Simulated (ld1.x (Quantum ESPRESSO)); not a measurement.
**u(r) = r·R(r): atom against pseudo-atom (Ag (Z = 47))**

Columns: radius, all-electron u(r) and pseudo u(r) of the 4d shell (level -7.44 eV) of silver in the configuration [Ar] 3d10 4s2 4p6 4d10 5s1 5p0; PBE, scalar-relativistic, TM scheme, ld1.x (Quantum ESPRESSO) 7.5.

| r (bohr) | all-electron | pseudo |
| --- | --- | --- |
| 0.075 | 0.1289 | -0.0021 |
| 0.150 | 0.3658 | -0.0166 |
| 0.225 | 0.4483 | -0.0532 |
| 0.300 | 0.3592 | -0.1172 |
| 0.375 | 0.1681 | -0.2080 |
| 0.450 | -0.0588 | -0.3197 |
| 0.525 | -0.2787 | -0.4421 |
| 0.600 | -0.4695 | -0.5634 |
| 0.675 | -0.6228 | -0.6727 |
| 0.750 | -0.7376 | -0.7623 |
| 0.825 | -0.8166 | -0.8282 |
| 0.900 | -0.8654 | -0.8706 |
| 0.975 | -0.8897 | -0.8919 |
| 1.050 | -0.8949 | -0.8957 |
| 1.125 | -0.8859 | -0.8861 |
| 1.200 | -0.8666 | -0.8667 |
| 1.275 | -0.8402 | -0.8402 |
| 1.350 | -0.8091 | -0.8091 |
| 1.425 | -0.7750 | -0.7750 |
| 1.500 | -0.7393 | -0.7393 |
| 1.575 | -0.7031 | -0.7031 |
| 1.650 | -0.6671 | -0.6671 |
| 1.725 | -0.6317 | -0.6317 |
| 1.800 | -0.5973 | -0.5973 |
| 1.875 | -0.5642 | -0.5642 |
| 1.950 | -0.5325 | -0.5325 |

**Question.** How many radial nodes do the two functions have?

**Answer.** The all-electron 4d function has n − l − 1 = 1; the pseudo-wave has 0, since the states of the same l below it are removed with the core.

**Question.** At about which radius was the pseudo-wave matched?

**Answer.** 1.30 bohr. The columns agree to 0.0005 from 1.12 bohr on; several derivatives are matched, so the curves merge somewhat inside the radius.

**Question.** Is the pseudo-wave norm-conserving?

**Answer.** Yes: the TM scheme keeps the norm inside the radius equal to the all-electron one, which fixes the energy derivative of the logarithmic derivative at the level.
